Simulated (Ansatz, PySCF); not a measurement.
Process, species as SMILES: [SiH3]O[SiH2]O[SiH3] + H+ -> [SiH3]O[SiH2][OH+][SiH3]
Geometries: B3LYP-D3(BJ)/def2-TZVP minima from Ansatz (a quantum-chemistry and plane-wave program), one conformer each, not searched for the lowest. Frequencies are from Ansatz or PySCF.

Property: proton affinity (enthalpy at 298 K, with B3LYP-D3(BJ) rigid-rotor harmonic-oscillator terms), positive where the reaction releases energy, in kJ/mol. Cores are frozen in the correlated levels unless marked. No spin-orbit coupling. No relativistic terms. Basis-set limits of correlation are two-point, X^-3; Hartree-Fock from the larger set.

| level | program | proton affinity (kJ/mol) | minus last row |
|---|---|---|---|
| HF/STO-3G | Ansatz | 1195.9 | 427.3 |
| PBE-D4/def2-TZVPD | Ansatz + dftd4 | 767.3 | -1.3 |
| r2SCAN-D4/def2-TZVPD | Ansatz + dftd4 | 763.1 | -5.5 |
| r2SCANh-D4/def2-TZVPD | Ansatz + dftd4 | 763.3 | -5.3 |
| B2PLYP-D3(BJ)/def2-TZVPD | Ansatz + dftd3 | 767.5 | -1.1 |
| MP2/cc-pV(Q+d)Z | Ansatz | 764.8 | -3.8 |
| MP2/CBS(cc-pV(T+d)Z,cc-pV(Q+d)Z) | Ansatz | 762.2 | -6.4 |
| RI-MP2/cc-pV(T+d)Z | Ansatz | 768.6 | 0.0 |
| SCS-MP2/STO-3G | Ansatz | 1226.0 | 457.4 |
| CCSD(T)/CBS(cc-pV(T+d)Z,cc-pV(Q+d)Z) | Ansatz | 768.6 | 0.0 |
